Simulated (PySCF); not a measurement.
# Reading the logs of faulty runs: BCH5NSi cation

All numbers below are calculated, not measured. The program is PySCF 2.14.0, an open-source quantum chemistry code, run on an isolated molecule that a program drew, which may never have been made. The molecule is BCH5NSi cation (charge +1, singlet), drawn as the SMILES string `[BH+]N[SiH]=C`.

Each row is a Hartree-Fock (HF) and frozen-core CCSD(T) single point in the cc-pV(D+d)Z basis, meant for a local HF minimum. Run 1 is clean. Each other run has one planted mistake out of seven kinds, and not every kind appears here: one electron removed, one electron added, multiplicity raised by two, geometry at a saddle point, minimal basis STO-3G, one bond length entered in bohr, all coordinates scaled. The reference is restricted for singlets and unrestricted otherwise, and also for a bond in bohr. Adding or removing an electron swaps singlet and doublet. Electrons count all cores. HOMO and LUMO are orbital energies over both spins, the gradient is its largest component, and the lowest frequency (negative if imaginary) is given only where the gradient is small. Bond lengths are over the 8 bonds as drawn. T1 is the CCSD diagnostic: over 0.02 (restricted) or 0.045 (unrestricted) a single reference is doubtful.

Geometry of the clean run:
```xyz
9
BCH5NSi cation, angstrom
B    -0.9451    0.9803    2.0101
N     0.2557    0.6724    1.5982
Si    1.0481    0.8102   -0.0540
C     2.6352    0.2986   -0.1717
H    -2.0265    1.2637    2.3560
H     0.8810    0.2856    2.3018
H     0.0548    1.3710   -0.9593
H     3.1485    0.3589   -1.1248
H     3.2104   -0.1008    0.6545
```

```
run,electrons,basis functions,<S^2>,HOMO (eV),LUMO (eV),gradient (hartree/bohr),lowest frequency (cm^-1),mean bond (Å),longest bond (Å),T1,HF (hartree),CCSD(T) (hartree),mistake
1,36,90,0.000,-13.06,-4.09,3.6e-05,88,1.3284,1.838,0.0166,-408.56443,-409.08161,no fault
2,35,90,0.756,-22.33,-10.96,8.7e-02,-,1.3284,1.838,0.0135,-408.13305,-408.59270,one electron removed
3,37,90,0.787,-6.20,2.73,8.8e-02,-,1.3284,1.838,0.0198,-408.75242,-409.28140,one electron added
4,36,90,0.000,-13.66,-3.92,1.0e-01,-,1.2261,1.696,0.0141,-408.49541,-408.99388,all coordinates scaled
5,36,90,2.024,-10.75,-6.20,1.2e-01,-,1.3284,1.838,0.0229,-408.48881,-408.97142,?
```

**Which mistake was planted in run 5, and what did it cost?**

Electrons, basis and geometry are unchanged, and <S^2> is 2.024, beside S(S+1) = 2.00 for a multiplicity of 3. So the mistake is: multiplicity raised by two. Subtracting run 1 and multiplying by 627.51 kcal/mol a hartree, the energy moved by 47.5 kcal/mol in HF and 69.1 kcal/mol in CCSD(T).

